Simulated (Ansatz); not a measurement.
All values below come from PBE-D3(BJ)/def2-TZVP (Ansatz, a quantum-chemistry and plane-wave program). No frequencies were computed at this level.

Ansatz 0.2 input:
```yaml
crystal:
  periodic: [false, false, false]
  atoms:
    - { symbol: In, position_ang: [-0.000199, -0.000165, -0.000132] }
    - { symbol: H, position_ang: [-1.413642, -0.977376, -0.030587] }
    - { symbol: H, position_ang: [-0.139549, 1.712856, 0.024489] }
    - { symbol: H, position_ang: [1.55339, -0.735315, 0.006229] }
basis:
  gaussian: { orbitals: def2-tzvp }
hamiltonian:
  xc: pbe
  dispersion: d3bj
relax:
  max_steps: 150
```

Output:

```
Functional definition: PBE
520 factors; their error is unknown
mean field evaluation 1: about -5220.0802 eV, gradient 2.0e1 eV
mean field evaluation 2: about -5220.5856 eV, gradient 1.8e1 eV
mean field evaluation 4: about -5221.3539 eV, gradient 2.4e-1 eV
mean field evaluation 8: about -5221.3478 eV, gradient 3.6e-3 eV
mean field -5221.34777754 eV, -191.8809916681 hartree, gradient 3.4e-5 eV, S^2 0.000000; 0 other end points of the search recorded, 0 dependent functions left out
reference -5221.34783225 eV, -191.8809936784 hartree; 12, 12 occupied and 56, 56 virtual orbitals, 520 factors
relax step   1: F+E_penalty+E_count = -5221.38074939 eV  Δ(F+E_penalty+E_count) = +0.000e0 eV  max|allowed force component| = 2.080e-1 eV/Å  Δτ_max = 0.0000 Å  (21 SCF iters, accepted)
these checks for a lower state are left out or cut short: starts, cluster_reference, orbital_swaps, neighbouring_geometries, increment
520 factors; their error is unknown
mean field evaluation 16: about -5221.3527 eV, gradient 1.4e-1 eV
mean field -5221.35271037 eV, -191.8811729463 hartree, gradient 2.2e-5 eV, S^2 0.000000; 0 other end points of the search recorded, 0 dependent functions left out
reference -5221.35276521 eV, -191.8811749613 hartree; 12, 12 occupied and 56, 56 virtual orbitals, 520 factors
relax step   2: F+E_penalty+E_count = -5221.38553833 eV  Δ(F+E_penalty+E_count) = -4.789e-3 eV  max|allowed force component| = 7.400e-2 eV/Å  Δτ_max = 0.0246 Å  (25 SCF iters, accepted)
these checks for a lower state are left out or cut short: starts, cluster_reference, orbital_swaps, neighbouring_geometries, increment
520 factors; their error is unknown
mean field -5221.35341425 eV, -191.8811988132 hartree, gradient 2.2e-5 eV, S^2 0.000000; 0 other end points of the search recorded, 0 dependent functions left out
reference -5221.35346905 eV, -191.8812008270 hartree; 12, 12 occupied and 56, 56 virtual orbitals, 520 factors
relax step   3: F+E_penalty+E_count = -5221.38628117 eV  Δ(F+E_penalty+E_count) = -7.428e-4 eV  max|allowed force component| = 1.628e-3 eV/Å  Δτ_max = 0.0069 Å  (26 SCF iters, accepted)
520 factors; their error is unknown
mean field evaluation 32: about -5221.3321 eV, gradient 3.7e0 eV
mean field -5221.35341425 eV, -191.8811988132 hartree, gradient 2.3e-5 eV, S^2 0.000000; 1 other end points of the search recorded, 0 dependent functions left out
reference -5221.35346905 eV, -191.8812008270 hartree; 12, 12 occupied and 56, 56 virtual orbitals, 520 factors
Total energy: -5221.38633596 eV, -191.8824086639 hartree
Atom 0 at    -0.000011    -0.000002    -0.000053 Å, force     0.000044     0.000067     0.000279 eV/Å
Atom 1 at    -1.428048    -0.987325    -0.030924 Å, force    -0.001407    -0.000948    -0.000123 eV/Å
Atom 2 at    -0.141254     1.730467     0.024712 Å, force    -0.000172     0.001628    -0.000070 eV/Å
Atom 3 at     1.569312    -0.743141     0.006263 Å, force     0.001536    -0.000748    -0.000087 eV/Å
Dipole moment:    -0.000013    -0.000004    -0.000048 e Å
```

Cost: about 1.6 core-seconds (a rough figure).
